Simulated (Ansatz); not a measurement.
`CC(=O)SCCCCn1c2ccccc2c2ccccc21` with charge +1. Total charge 1; doublet. Geometry PBE-D4/def2-SVP, that of the neutral singlet; atoms count from 1.

```
atom   x (Å)   y (Å)   z (Å)
  C1  -3.849  -3.762   4.557
  C2  -3.352  -3.033   3.327
  O3  -3.537  -1.851   3.104
  S4  -2.442  -4.111   2.196
  C5  -2.003  -2.878   0.922
  C6  -0.796  -2.018   1.297
  C7  -0.437  -1.012   0.200
  C8   0.742  -0.116   0.604
  N9   1.123   0.840  -0.413
 C10   0.575   2.109  -0.577
 C11  -0.403   2.763   0.193
 C12  -0.768   4.062  -0.188
 C13  -0.183   4.695  -1.307
 C14   0.786   4.037  -2.075
 C15   1.172   2.732  -1.717
 C16   2.110   1.774  -2.267
 C17   2.988   1.786  -3.366
 C18   3.772   0.654  -3.624
 C19   3.684  -0.488  -2.797
 C20   2.819  -0.528  -1.695
 C21   2.039   0.612  -1.435
 H22  -4.427  -3.059   5.185
 H23  -2.995  -4.167   5.136
 H24  -4.487  -4.621   4.267
 H25  -2.902  -2.247   0.767
 H26  -1.822  -3.462  -0.004
 H27   0.075  -2.675   1.514
 H28  -1.029  -1.477   2.238
 H29  -1.314  -0.370  -0.031
 H30  -0.181  -1.542  -0.744
 H31   1.630  -0.737   0.846
 H32   0.495   0.442   1.532
 H33  -0.873   2.279   1.061
 H34  -1.532   4.596   0.398
 H35  -0.495   5.715  -1.577
 H36   1.239   4.530  -2.949
 H37   3.056   2.674  -4.013
 H38   4.462   0.650  -4.481
 H39   4.307  -1.368  -3.022
 H40   2.755  -1.427  -1.064
```

Single mean-field runs in def2-TZVP are fitted with def2-universal-jkfit.

Q: Estimate the Mulliken populations of the heavy atoms from the PBE0/def2-TZVP orbitals of Ansatz.

A: 
```tsv
atom	charge (e)	spin (α − β)
C1	-0.38	0.00
C2	0.21	0.00
O3	-0.33	0.00
S4	-0.06	0.02
C5	-0.18	0.00
C6	-0.26	0.00
C7	-0.24	0.03
C8	-0.27	-0.03
N9	0.23	0.38
C10	0.11	-0.07
C11	-0.19	0.19
C12	-0.11	-0.10
C13	-0.07	0.20
C14	-0.15	0.01
C15	0.03	0.06
C16	0.03	0.07
C17	-0.15	0.00
C18	-0.07	0.20
C19	-0.11	-0.10
C20	-0.19	0.19
C21	0.12	-0.07
```
Mulliken values depend strongly on the basis.

Q: Where does the spin sit?

A: Summed by element: C 0.61, O 0.00, S 0.02, N 0.38, H -0.01, of 1 unpaired in all. Largest on single atoms: N9 0.38, C13 0.20, C18 0.20.

Q: And the Mayer bond orders between heavy atoms (over 0.3)?

A: C1–C2 0.99 (1.51 Å); C2–O3 1.94 (1.22 Å); C2–S4 1.18 (1.81 Å); S4–C5 1.00 (1.83 Å); C5–C6 1.00 (1.53 Å); C6–C7 0.98 (1.53 Å); C7–C8 0.95 (1.53 Å); C8–N9 0.88 (1.45 Å); N9–C10 1.17 (1.39 Å); N9–C21 1.17 (1.39 Å); C10–C11 1.29 (1.41 Å); C10–C15 1.25 (1.43 Å); C11–C12 1.46 (1.40 Å); C12–C13 1.38 (1.41 Å); C13–C14 1.39 (1.40 Å); C14–C15 1.40 (1.41 Å); C15–C16 1.00 (1.45 Å); C16–C17 1.40 (1.41 Å); C16–C21 1.25 (1.43 Å); C17–C18 1.39 (1.40 Å); C18–C19 1.38 (1.41 Å); C19–C20 1.46 (1.40 Å); C20–C21 1.29 (1.41 Å).
